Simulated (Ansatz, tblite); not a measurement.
Removing and adding an electron: Cs₄H₃. Charge 0, multiplicity 2. Geometry: PBE0-D4/def2-TZVP. Ansatz, gas phase; energy differences of separate SCF runs; the oxidised species is a singlet (the triplet lies 2.59 eV higher at PBE0-D4/def2-TZVP); the reduced species is a triplet (the singlet lies 0.07 eV higher at PBE0-D4/def2-TZVPD).

```xyz
7

Cs   -0.861    1.884   -3.408
Cs    2.665   -0.505    0.075
Cs   -1.757   -0.173    0.355
Cs    1.643   -2.073    4.282
H    -2.855    1.424   -1.706
H     0.574    0.424   -1.517
H     0.591   -0.980    1.920
```

In the def2 sets Cs takes a core potential; there is no spin–orbit coupling. The xTB rows come from tblite. HOMO above LUMO, or a gap near zero within one spin, warns that the state may not be the lowest or that an electron is smeared out. The structure comes from a short search, and lower isomers may exist.

```tsv
level	−HOMO (eV)	vertical IE (eV)	−LUMO (eV)	vertical EA (eV)	HOMO–LUMO gap (eV)	IE − EA (eV)	remarks
GFN1-xTB	–	10.02	–	–	–	–	–
GFN2-xTB	–	7.26	–	2.70	–	4.55	–
PBE-D4/def2-TZVP	1.70	3.30	1.14	–	0.56	–	–
PBE-D4/def2-TZVPD	1.69	–	1.14	0.74	0.55	–	HOMO above zero (-1 triplet), gap within one spin near zero (-1 triplet)
r2SCAN-D4/def2-TZVP	1.69	3.03	0.97	–	0.73	–	–
r2SCAN-D4/def2-TZVPD	1.69	–	0.97	0.39	0.72	–	HOMO above zero (-1 triplet), gap within one spin near zero (-1 triplet)
PBE0-D4/def2-TZVP	2.03	3.22	0.78	–	1.25	–	–
PBE0-D4/def2-TZVPD	2.03	–	0.78	0.64	1.25	–	HOMO above zero (-1 triplet)
```

   A HOMO above zero means that the electron is unbound at that level or that self-interaction error raises the level; the energy of removing that electron tells which. HOMO and LUMO are the levels of the spin that leaves or enters (xTB has no such levels and no spin-polarisation term). Other spin states of the ions may lie lower, which would lower the ionisation energy or raise the affinity. Raw xTB energy differences between charge states are shifted by several eV; the methods need an empirical correction for them.
